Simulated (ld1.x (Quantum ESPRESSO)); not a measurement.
## Mo: variants of one TM potential

Base potential:

```
Element                 : Mo (Z = 42)
Generator               : ld1.x (Quantum ESPRESSO) 7.5
Type                    : norm-conserving Troullier–Martins (Kleinman–Bylander form)
Functional              : PBE
Relativity              : scalar-relativistic
Frozen core             : [Ar] 3d10 4s2
Valence charge          : 12
Reference configuration : 4p6 4d4.5 5s0 5p0 (charge +1.5)
Partial waves           : 5s (bound, empty): rc 2.85 bohr; 4d (bound): rc 1.55 bohr; 4p (bound): rc 1.55 bohr
Local potential         : the p channel
Core correction         : Bessel-smoothed model core, default radius (core density twice the valence density)
```

All-electron outer shells of the reference configuration (PBE, scalar-relativistic, ld1.x):

| shell | level (eV) | outermost node (bohr) | outermost maximum (bohr) |
| --- | --- | --- | --- |
| 4s | -76.66 | 0.51 | 0.99 |
| 4p | -50.76 | 0.52 | 1.08 |
| 4d | -15.38 | 0.53 | 1.37 |
| 5s | -13.61 | 1.33 | 2.72 |
| 5p | -9.13 | 1.51 | 3.32 |

Cutoffs, loose and tight: the cutoffs (Ry, on a coarse ladder) from which the occupation-weighted sum of valence levels, in a spherical-Bessel basis at the reference potential, stays within 10 and 1 mRy of its value at 400 Ry. They do not see the model core or the augmentation charge, which bear on the density cutoff. Test errors are all-electron minus pseudo excitation energies from the reference, over the configurations 4p6 4d5 5s1 5p0; 4p6 4d5 5s0 5p0; 4p6 4d4 5s0 5p0; 4p6 4d4 5s2 5p0; 4p5 4d5 5s1 5p0; 4p6 4d3 5s0 5p0; 4p6 4d2 5s0 5p0. A dash means not determined; rows that change the core or the reference have their own tests.

A true bound ghost makes a file unfit for plane-wave use even where its test errors are small: the radial tests pick states by their node count and pass the ghost by.

```csv
change,outcome,"cutoff, loose","cutoff, tight",bound ghosts,largest test error (meV)
base,generated,50 Ry,90 Ry,s,-141
"all radii but the core radius scaled by about 0.83 (s 2.36, p 1.28, d 1.28 bohr)",generated,90 Ry,140 Ry,s,-121
"all radii but the core radius scaled by about 0.93 (s 2.66, p 1.44, d 1.44 bohr)",generated,55 Ry,100 Ry,s,-136
"all radii but the core radius scaled by about 1.10 (s 3.12, p 1.70, d 1.70 bohr)",generated,45 Ry,55 Ry,s,-140
"all radii but the core radius scaled by about 1.21 (s 3.46, p 1.88, d 1.88 bohr)",generated,40 Ry,50 Ry,s,-133
"all radii but the core radius scaled by about 1.30 (s 3.70, p 2.02, d 2.02 bohr)",generated,40 Ry,50 Ry,s,-125
```

Question: What comes out with this change to the base: all radii but the core radius scaled by about 0.77 (s 2.20, p 1.20, d 1.20 bohr)?

Answer: outcome: generated; cutoff, loose: 100 Ry; cutoff, tight: 140 Ry; bound ghosts: s; largest test error (meV): -106.

Question: What comes out with this change to the base: all radii but the core radius scaled by about 1.37 (s 3.92, p 2.12, d 2.12 bohr)?

Answer: outcome: generated; cutoff, loose: 35 Ry; cutoff, tight: 50 Ry; bound ghosts: s; largest test error (meV): -118.

Question: What comes out with this change to the base: all radii but the core radius scaled by about 1.03 (s 2.94, p 1.60, d 1.60 bohr)?

Answer: outcome: generated; cutoff, loose: 50 Ry; cutoff, tight: 80 Ry; bound ghosts: s; largest test error (meV): -139.

Reading the sweep of the scale of all radii but the core radius (base = 1) (base included, trends over the rows without a ghost): Bound ghosts are found at 0.77, 0.83, 0.93, 1, 1.03, 1.1, 1.21, 1.3, 1.37. Every judged row has one, so this setting neither creates nor removes them.
